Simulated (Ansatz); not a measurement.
OSc, doublet, at a GFN2-xTB geometry (such geometries of metal compounds can be far from the true shape). Base run: PBE0/aug-cc-pVDZ (Ansatz, a program for electronic structure).

Ansatz was given this input:
Ansatz 0.2 input:
```yaml
crystal:
  periodic: [false, false, false]
  atoms:
    - {symbol: Sc, position_ang: [-0.00000000, -0.00000000, -0.48243200]}
    - {symbol: O, position_ang: [0.00000000, 0.00000000, 1.26638399]}
basis:
  gaussian:
    orbitals: aug-cc-pVDZ
hamiltonian:
  xc: pbe0
magnetization: {spin_polarized: true, initial_magnetization: 1}
```

The base run was repeated with changes; each row names its change, and settings that it needs were set with it.

```tsv
change	basis functions	E (Eh)
base	82	-835.68015
basis = ANO-RCC-VDZP; relativity = spin-free X2C; nucleus = Gaussian	48	-839.31202
basis = ANO-RCC-VDZP; relativity = spin-free X2C	48	-839.31349
basis = x2c-SVPall; relativity = spin-free X2C	50	-839.10119
basis = cc-pVTZ-DK; relativity = none	98	-834.39642
basis = cc-pVTZ-DK; relativity = spin-free X2C	98	-839.31492
basis = x2c-SVPall; relativity = spin-free X2C; nucleus = Gaussian	50	-839.09993
basis = ANO-RCC-VDZP; relativity = none	48	-834.39054
basis = x2c-SVPall; relativity = none	50	-834.75339
basis = cc-pVTZ-DK; relativity = spin-free X2C; nucleus = Gaussian	98	-839.31344
```

Totals shift with the method and basis; they matter in differences.

Ansatz warned in this series: the basis is contracted for relativity, which the run leaves out.

Basis sets contracted for a relativistic Hamiltonian are a mismatch without it, so the rows without relativity aren't non-relativistic limits. No row has spin-orbit coupling; sets with core potentials leave out the core electrons.
